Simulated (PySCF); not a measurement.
SMILES II, singlet (CAM-B3LYP/def2-SVP optimised geometry):

```
2

I     -1.345     0.000     0.000
I      1.345     0.000     0.000
```

Level of theory: CAM-B3LYP/def2-TZVP, def2 effective core potentials past Kr (PySCF).

What are the frontier orbital energies and the dipole moment?

HOMO-2 -10.41 eV, HOMO-1 -8.61 eV, HOMO -8.61 eV, LUMO -2.72 eV, LUMO+1 4.16 eV; dipole moment 0.00 D.

On the same geometry PBE/def2-TZVP, def2 effective core potentials past Kr (PySCF) gives HOMO-2 -7.82 eV, HOMO-1 -6.26 eV, HOMO -6.26 eV, LUMO -4.50 eV, LUMO+1 2.43 eV; dipole moment 0.00 D.
